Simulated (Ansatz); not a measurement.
```yaml
crystal:
  periodic: [false, false, false]
  atoms:
    - {symbol: Si, position_ang: [0.192044, 1.465431, -0.745290]}
    - {symbol: S, position_ang: [-0.657217, 0.653381, -0.219380]}
    - {symbol: Ga, position_ang: [0.220810, -0.375999, 0.132939]}
    - {symbol: Si, position_ang: [-0.372106, -1.465849, 0.789420]}
    - {symbol: H, position_ang: [-0.302708, 2.181289, -1.161268]}
    - {symbol: H, position_ang: [0.938513, 1.715658, -0.207476]}
    - {symbol: H, position_ang: [0.635751, 1.097378, -1.705784]}
    - {symbol: H, position_ang: [1.083905, -0.204973, -0.165345]}
    - {symbol: H, position_ang: [0.034106, -1.578951, 1.579662]}
    - {symbol: H, position_ang: [-0.275622, -2.203562, 0.354731]}
    - {symbol: H, position_ang: [-1.456123, -1.366804, 1.077158]}
basis:
  gaussian: {orbitals: cc-pVDZ}
hamiltonian: {xc: {name: r2SCAN0}, dispersion: d3bjatm}
accuracy: high
output: {forces: true}
```

```sh
$ ansatz run in.yaml --threads 4 --pin off --events-out ev --progress --plain --max-ram 10444MiB
```

Output, abridged:

```
Functional definition: r2SCAN0
2745 factors; integrals over basis functions are off by at most 4.4e-9 eV
mean field evaluation 1: about -78962.0777 eV, gradient 4.3e1 eV
mean field evaluation 2: about -78964.6006 eV, gradient 3.3e1 eV
mean field evaluation 4: about -78967.1772 eV, gradient 1.5e0 eV
mean field evaluation 8: about -78967.4735 eV, gradient 1.3e-1 eV
mean field evaluation 16: about -78967.4735 eV, gradient 4.4e-5 eV
mean field -78967.47350479 eV, -2902.0011252250 hartree, gradient 4.3e-8 eV, S^2 0.000000; 0 other end points of the search recorded, 0 dependent functions left out
reference -78967.47350549 eV, -2902.0011252508 hartree; 41, 41 occupied and 75, 75 virtual orbitals, 2745 factors
Total energy: -78967.59983585 eV, -2902.0057678057 hartree
Atom 0 at     0.192044     1.465431    -0.745290 Å, force    51.602977    42.537929   -40.025966 eV/Å
Atom 1 at    -0.657217     0.653381    -0.219380 Å, force  -120.283784    -9.015215    24.561357 eV/Å
Atom 2 at     0.220810    -0.375999     0.132939 Å, force    33.418334   -16.347801     3.863760 eV/Å
Atom 3 at    -0.372106    -1.465849     0.789420 Å, force   -41.688168    -4.848993    16.316695 eV/Å
Atom 4 at    -0.302708     2.181289    -1.161268 Å, force   -16.140079    28.141179   -14.940898 eV/Å
Atom 5 at     0.938513     1.715658    -0.207476 Å, force    28.660198    11.284568    20.197821 eV/Å
Atom 6 at     0.635751     1.097378    -1.705784 Å, force     7.016384    -5.217827   -14.111034 eV/Å
Atom 7 at     1.083905    -0.204973    -0.165345 Å, force    44.589704     7.830374   -14.538554 eV/Å
Atom 8 at     0.034106    -1.578951     1.579662 Å, force    21.769612    -6.930770    42.368542 eV/Å
Atom 9 at    -0.275622    -2.203562     0.354731 Å, force     6.104370   -48.725614   -27.432684 eV/Å
Atom 10 at    -1.456123    -1.366804     1.077158 Å, force   -15.049548     1.292170     3.740961 eV/Å
Dipole moment:     0.015956    -0.060063     0.121374 e Å
```

Something in this input is off. What?

The geometry is squeezed to about two thirds of its size. Self-consistency was reached. The result belongs to that input, not to the molecule as meant.
